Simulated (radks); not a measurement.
Values are calculated unless marked as measured or tabulated.
Problem. Valence configurations of Rh III (all share [Kr]). Code: a radial shooting solver on a logarithmic mesh with Libxc functionals. Model: scalar-relativistic Kohn-Sham, r2SCAN, spin-unpolarised, spherical densities, finite nucleus; meta-GGA in the generalised Kohn-Sham scheme; Fermi nuclear charge, rms radius 4.4945 fm. Order these by energy: 4d5 5s1 5p1; 4d6 5s1; 4d5 5s2; 4d7; 4d6 5p1; 4d5 5p2; 4d5.5 5s1.5; 4d6.5 5s0.5; 4d6.5 5p0.5.

Solution. From the lowest, in eV above it: 4d7 0.000; 4d6.5 5s0.5 3.631; 4d6.5 5p0.5 6.697; 4d6 5s1 7.684; 4d5.5 5s1.5 12.157; 4d6 5p1 14.063; 4d5 5s2 17.083; 4d5 5s1 5p1 24.085; 4d5 5p2 30.968. NIST lists [Kr] 4d7 as the ground configuration; this level of theory agrees among the configurations tried. The energies are those of spherical spin-averaged densities, not of single terms.
